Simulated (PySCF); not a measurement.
Geometry:
```tsv
atom	x (Å)	y (Å)	z (Å)
C1	-3.148	0.110	-0.378
C2	-2.025	-0.498	-0.125
C3	-0.893	-1.124	0.139
C4	0.372	-0.478	0.174
C5	1.466	0.043	0.213
C6	2.779	0.690	0.267
F7	2.857	1.547	1.287
F8	3.752	-0.209	0.420
F9	3.029	1.373	-0.850
H10	-3.746	0.552	0.427
H11	-3.526	0.201	-1.403
H12	-0.914	-2.202	0.346
```

PySCF 2.14 calculation with PBE0-D3(BJ)/def2-SVP geometry, J couplings at B3LYP/pcJ-1 (spin–dipole term only in couplings to heteroatoms) and σ from GIAO-PBE0/pcSseg-1; single conformer, averaged over atoms made equivalent by symmetry, fast rotation or ring inversion, in vacuum, non-relativistic.

**Question.** Predict the 2D correlation tables (HSQC, COSY, HMBC).

**Answer.** 

HSQC (one-bond C–H):
```
            δH         δC  $^{1}J$(C,H) (Hz)
    5.61 (H12)  78.1 (C3)                184
5.46 (H10/H11)  83.5 (C1)                183
```

COSY cross peaks (|J| ≥ 2 Hz):
```
        δH              δH  abs. J (Hz)  bonds
5.61 (H12)  5.46 (H10/H11)          9.4      4
```

HMBC (two and three bonds, |J| ≥ 2.5 Hz):
```
            δH                                                    δC [abs. J in Hz]
    5.61 (H12)  235.8 (C2) [7.7], 87.6 (C5) [5.5], 83.5 (C1) [8.2], 83.2 (C4) [7.1]
5.46 (H10/H11)                                    235.8 (C2) [5.2], 78.1 (C3) [9.2]
```

Scale: $^{1}$H, $^{13}$C against TMS (reference shieldings calculated alike).

Common functionals overestimate the size of one-bond C–F couplings by tens of Hz; these are unscaled. Shifts are as computed. Against solution values, carbons near 30 ppm lie about +2 ppm off and those near 130 ppm about +5 ppm. Of 1211 compounds with measured shifts, 218 miss one by over three times the rms of a fit or turn the order of signals round; such compounds aren't used in these exercises.
